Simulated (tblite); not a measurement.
C5H10N2Si.
Atom-mapped SMILES: `[CH3:1][NH:2][SiH2:3][n:4]1[cH:5][cH:6][cH:7][cH:8]1` (hydrogens: H9, H10, H11 on C1; H12 on N2; H13, H14 on Si3; H15 on C5; H16 on C6; H17 on C7; H18 on C8)

Computed with GFN2-xTB (tblite), gas phase: Langevin dynamics at 400 K from the optimised GFN2-xTB geometry, time step 0.5 fs, friction 0.01 fs⁻¹, 2000 steps. The instantaneous temperature is 2·E(kin)/(3Nk) with all 3N coordinates.

```tsv
t (fs)	T (K)	E(pot) above start (eV)	C1–N2 (Å)	N2–Si3 (Å)	Si3–N4 (Å)	N4–C5 (Å)	C5–C6 (Å)	C1–H9 (Å)	C1–N2–Si3–N4 (°)
0	339	0.000	1.443	1.712	1.746	1.366	1.361	1.091	-175
25	256	0.504	1.456	1.698	1.769	1.327	1.339	1.109	179
50	276	0.692	1.454	1.731	1.762	1.289	1.349	1.122	167
75	291	0.740	1.412	1.725	1.805	1.335	1.373	1.051	161
100	365	0.635	1.433	1.736	1.724	1.348	1.388	1.096	159
125	455	0.655	1.443	1.711	1.680	1.336	1.360	1.101	161
150	262	1.045	1.445	1.694	1.783	1.352	1.322	1.091	162
175	317	0.962	1.487	1.743	1.663	1.343	1.339	1.092	172
200	443	0.803	1.443	1.700	1.738	1.364	1.361	1.079	-178
225	369	0.702	1.421	1.754	1.757	1.370	1.372	1.070	-172
250	302	0.865	1.443	1.749	1.773	1.353	1.406	1.111	-172
275	390	0.712	1.435	1.703	1.755	1.323	1.401	1.160	-171
300	406	0.756	1.488	1.752	1.790	1.321	1.361	1.189	-154
325	428	0.763	1.466	1.677	1.769	1.340	1.342	1.139	-141
350	443	0.692	1.430	1.699	1.754	1.369	1.326	1.066	-142
375	308	0.665	1.435	1.736	1.777	1.370	1.349	1.094	-160
400	278	0.842	1.427	1.691	1.783	1.374	1.342	1.133	-167
425	282	0.534	1.414	1.739	1.757	1.385	1.347	1.123	176
450	366	0.381	1.392	1.730	1.751	1.355	1.371	1.106	175
475	304	0.637	1.409	1.721	1.783	1.397	1.378	1.096	173
500	262	0.599	1.478	1.739	1.760	1.376	1.372	1.066	167
525	405	0.660	1.435	1.675	1.816	1.391	1.365	1.095	171
550	364	0.730	1.513	1.743	1.723	1.391	1.344	1.138	173
575	294	0.796	1.449	1.673	1.746	1.396	1.342	1.144	163
600	380	0.742	1.460	1.736	1.826	1.403	1.312	1.099	155
625	308	0.816	1.446	1.698	1.755	1.402	1.309	1.070	153
650	391	0.901	1.467	1.745	1.730	1.399	1.330	1.084	146
675	335	0.822	1.467	1.714	1.708	1.404	1.372	1.112	156
700	376	0.653	1.436	1.672	1.767	1.381	1.404	1.098	162
725	353	0.698	1.499	1.746	1.765	1.356	1.407	1.083	166
750	325	0.718	1.451	1.691	1.686	1.368	1.378	1.064	172
775	306	0.740	1.414	1.684	1.750	1.379	1.363	1.075	174
800	236	0.729	1.429	1.739	1.731	1.374	1.359	1.122	173
825	349	0.694	1.434	1.760	1.694	1.359	1.365	1.111	175
850	426	0.862	1.469	1.669	1.793	1.389	1.341	1.106	179
875	300	1.322	1.526	1.761	1.819	1.396	1.329	1.122	-161
900	456	0.884	1.443	1.690	1.789	1.337	1.351	1.093	-153
925	364	0.727	1.452	1.682	1.736	1.320	1.345	1.027	-158
950	206	0.814	1.469	1.763	1.800	1.356	1.352	1.091	-155
975	254	0.893	1.413	1.654	1.801	1.341	1.360	1.179	-163
1000	255	0.820	1.492	1.766	1.802	1.342	1.374	1.122	178
```

**Question.** From 500 fs on, how do temperature and potential energy compare with equipartition?

**Answer.** The mean temperature of these 21 frames is 331 K against the target 400 K, and the mean potential energy 0.79 eV against 48 × kT/2 = 0.83 eV for 48 classical harmonic modes. For 18 atoms in a canonical ensemble the temperature itself scatters by T·√(2/(3N)) = 77 K; here its standard deviation is 64 K. The whole run lasts only 10 friction times of 100 fs, so these averages carry a wide statistical error.

**Question.** What are the kinetic and total energies of the listed frame with the highest potential energy?

**Answer.** The one at 875 fs, 1.322 eV above the start. Its kinetic energy is 3NkT/2 = 0.699 eV at 300 K, so the sum is 2.02 eV; over the listed frames the sum runs from 0.79 to 2.02 eV, since the thermostat adds and removes energy.

**Question.** How much do the listed bonds fluctuate from 500 fs on?

**Answer.** 
```csv
bond,at the start (Å),mean (Å),standard deviation (Å)
C1–N2,1.443,1.459,0.029
N2–Si3,1.712,1.714,0.036
Si3–N4,1.746,1.762,0.041
N4–C5,1.366,1.374,0.024
C5–C6,1.361,1.356,0.025
C1–H9,1.091,1.100,0.032
```

The motion is classical and holds no zero-point motion.

The cost below is that of the whole dynamics run. Time: 15 s; peak memory 0.18 GiB. Hardware: Arm Neoverse V1, one thread, shared host with 32 logical CPUs at a one-minute load of 21.
